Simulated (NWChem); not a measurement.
**A calculation on GeI2**

```xyz
3

Ge     0.0000     0.0000    -1.2292
I     -2.0323     0.0000     0.3711
I      2.0323     0.0000     0.3711
```
Charge 0, spin multiplicity 1.

Everything below was run with NWChem. All single points use one geometry, from PBE/def2-SVP with def2 effective core potentials on I, a minimum by its harmonic frequencies.

Symmetry labels belong to the abelian group C2v used in the runs, with the axes of the coordinates shown; states degenerate in a higher group split over its labels.

Effective core potentials replace the inner electrons of I; spin-orbit coupling is left out. The structure started from a generated list of species.

Q: List the lowest 3 singlet excitations that TD-LDA (SVWN5)/def2-SVP with def2 effective core potentials on I gives, with oscillator strengths.

A: 
```tsv
state	symmetry	energy (eV)	wavelength (nm)	f
1	a2	2.35	527	0.000
2	b2	2.49	497	0.001
3	b1	3.16	392	0.047
```
